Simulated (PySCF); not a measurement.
**Computed structure and properties of Bi(SiH3)3**

System: Bi(SiH3)3 (singlet); start: displaced along the imaginary mode (C1). Method: PySCF 2.14.0, RKS B3LYP, Bi def2-SVP with ECP60, Si def2-SVP, H def2-SVP; non-relativistic Hamiltonian with scalar-relativistic core potentials where named; density fitting; no spin-orbit coupling.

Input of the relaxation:

```python
mol = gto.M(atom='''
Bi     0.01250    -0.04051     0.00753
Si    -1.37478     0.09760     2.21297
H     -1.29517     1.31600     3.09755
H     -2.79292    -0.10937     1.75651
H     -0.89595    -1.10696     2.97547
Si    -1.32068     0.10447    -2.23032
H     -0.81290    -1.09788    -2.98043
H     -2.74703    -0.11852    -1.80130
H     -1.23741     1.32531    -3.11481
Si     2.61839     0.08975    -0.02917
H      3.03562    -1.10901     0.77496
H      2.97357    -0.11268    -1.47646
H      3.31964     1.31310     0.49924''',
    basis={'Bi': 'def2-SVP', 'Si': 'def2-SVP', 'H': 'def2-SVP'},
    ecp={'Bi': 'def2-SVP'},
    charge=0, spin=0)
mf = dft.RKS(mol, xc='B3LYP')
mf.grids.atom_grid = (50, 194)
mf = mf.density_fit()  # fitting sets: Bi def2-universal-JKFIT, Si def2-universal-JKFIT, H def2-universal-JKFIT
mf.conv_tol = 1e-08; mf.max_cycle = 55
mf.kernel(dm0)  # dm0: converged density of the start geometry
# quasi-Newton relaxation in Cartesian coordinates to a largest gradient under 0.00045 Eh/bohr, steps kept in the point group
```

Run from Python with OMP_NUM_THREADS=2; the lines above give its settings. Where DIIS fails, smearing, a level shift and second-order steps follow.
It took 3.1 min on 2 threads of Arm Neoverse V2, with other jobs on the host, from the converged density of the start.

Course of the relaxation:

| step | energy above end (eV) | largest force component within the symmetry (eV/Å) |
| --- | --- | --- |
| 0 | 1.4803 | 1.209 |
| 1 | 1.1546 | 1.437 |
| 2 | 0.7972 | 0.862 |
| 3 | 0.5999 | 0.231 |
| 4 | 0.4872 | 0.289 |
| 5 | 0.3542 | 0.301 |
| 6 | 0.2348 | 0.202 |
| 7 | 0.1437 | 0.238 |
| 25 | 0.0013 | 0.037 |
| 26 | 0.0008 | 0.028 |
| 27 | 0.0004 | 0.030 |
| 28 | 0.0001 | 0.035 |
| 29 | 0.0000 | 0.014 |
| 30 | 0.0000 | 0.009 |
(The steps between are left out.)

Relaxed geometry (C1):

```xyz
13

Bi   -0.1258   -1.5434   -0.0819
Si   -1.1479   -0.0474    1.9229
H    -0.9166    1.4147    1.7315
H    -2.6183   -0.2937    2.0067
H    -0.5240   -0.4686    3.2125
Si   -1.1710    0.1194   -1.9379
H    -0.6406   -0.2599   -3.2820
H    -2.6560   -0.0395   -1.9559
H    -0.8444    1.5520   -1.6764
Si    2.1918   -0.1543   -0.0616
H     3.0012   -0.5637    1.1245
H     2.9616   -0.4856   -1.2980
H     1.9729    1.3215   -0.0126
```

| contact | Å |
| --- | --- |
| Bi1–Si2 (SiH3) | 2.702 |
| Bi1–Si6 (SiH3) | 2.702 |
| Bi1–Si10 (SiH3) | 2.702 |

On the finer grid (75, 302):

```json
{
 "HOMO": "-6.85 eV",
 "LUMO": "-0.77 eV",
 "Dipole about the centre of mass": "0.66 D",
 "Set of Mulliken populations of Bi1 outside the core potential": "s 3.91, p 9.08, d 10.08",
 "D3(BJ) dispersion energy (not in the energies)": "-0.742 eV"
}
```

```tsv
atom	Mulliken (e)	Löwdin (e)	spin (e)
Bi1	-0.07	0.00	0.00
Si2	0.23	0.27	0.00
H3	-0.07	-0.09	0.00
H4	-0.07	-0.09	0.00
H5	-0.07	-0.09	0.00
Si6	0.22	0.27	0.00
H7	-0.07	-0.09	0.00
H8	-0.07	-0.09	0.00
H9	-0.06	-0.09	0.00
Si10	0.23	0.27	0.00
H11	-0.07	-0.09	0.00
H12	-0.07	-0.09	0.00
H13	-0.06	-0.09	0.00
```

No frequency check is given here.

Taking off one SiH3 (charge -1, singlet; the rest: singlet) in vacuum, both parts rigid, costs 9.65 eV; the small basis without counterpoise inflates it. Most of it is the attraction of opposite charges; other ways to part are cheaper, and one spin state was tried for the rest.

Rigid scan of SiH3 along the line from its metal, all other atoms held (where the atom bridges, its other bond changes as well):

distance to Si2 (Å), energy (eV) and a bar:
```
     2.40      0.455 ######
     2.50      0.178 ##
     2.60      0.039 #
     2.70      0.000 
     2.80      0.033 
     2.90      0.117 ##
     3.10      0.378 #####
     3.40      0.865 ############
     3.80      1.502 #####################
     4.30      2.144 ##############################
```

One start shape was tried, so this needn't be the lowest isomer.
